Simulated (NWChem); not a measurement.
Species: SiH$_{3}$SeBr; SMILES [SiH3][Se]Br

Results from NWChem. Pople sets run with spherical d functions. Structure relaxed at the PBE-D3(BJ)/def2-SVP level. Vertical excitations in the gas phase; the lowest state need not have the same character in each row.

```json
[
 {"level": "PBE/6-31G*, full TDDFT", "lowest excitation, singlet (eV)": "[?]", "oscillator strength of that lowest state": "0.000", "orbital gap (eV)": "[?]"},
 {"level": "B3LYP/6-31G*, full TDDFT", "lowest excitation, singlet (eV)": "2.47", "oscillator strength of that lowest state": "0.000", "orbital gap (eV)": "3.63"},
 {"level": "LRC-wPBEh/6-31G*, full TDDFT", "lowest excitation, singlet (eV)": "2.60", "oscillator strength of that lowest state": "0.000", "orbital gap (eV)": "7.58"},
 {"level": "CAM-B3LYP/6-31G*, full TDDFT", "lowest excitation, singlet (eV)": "2.55", "oscillator strength of that lowest state": "0.000", "orbital gap (eV)": "6.45"}
]
```

**Question.** Fill in the missing entries.

**Answer.** 
- PBE/6-31G*, full TDDFT, lowest excitation, singlet (eV): 2.38
- PBE/6-31G*, full TDDFT, orbital gap (eV): 2.05
